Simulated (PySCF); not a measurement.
C9H7NSSe, SMILES c1cccc(Sc2[se]ccc2)n1 (GFN2-xTB optimised geometry):

```
19

C     -2.798    -2.064     0.000
C     -3.459    -0.837     0.000
C     -2.721     0.327     0.000
C     -1.328     0.215     0.000
S     -0.359     1.672     0.000
C      1.290     1.070     0.000
C      2.357     1.920     0.000
C      3.617     1.278     0.000
C      3.562    -0.076     0.000
Se     1.817    -0.727     0.000
N     -0.703    -0.949     0.000
C     -1.418    -2.064     0.000
H     -3.348    -2.991     0.000
H     -4.538    -0.797     0.000
H     -3.182     1.301     0.000
H      2.244     2.991     0.000
H      4.538     1.837     0.000
H      4.409    -0.737     0.000
H     -0.841    -2.978     0.000
```

Method: PBE/def2-SVP in PySCF 2.14.0.

Q: What are the frontier orbital energies and the dipole moment?

A: HOMO-2 -6.00 eV, HOMO-1 -5.52 eV, HOMO -4.75 eV, LUMO -1.96 eV, LUMO+1 -1.62 eV; dipole moment 2.93 D.

Meta-Löwdin charges at PBE/def2-SVP: C1 -0.14, C2 -0.07, C3 -0.13, C4 0.03, S5 0.19, C6 -0.24, C7 -0.15, C8 -0.13, C9 -0.30, Se10 0.34, N11 -0.23, C12 0.01, H13 0.12, H14 0.12, H15 0.12, H16 0.11, H17 0.11, H18 0.12, H19 0.11.
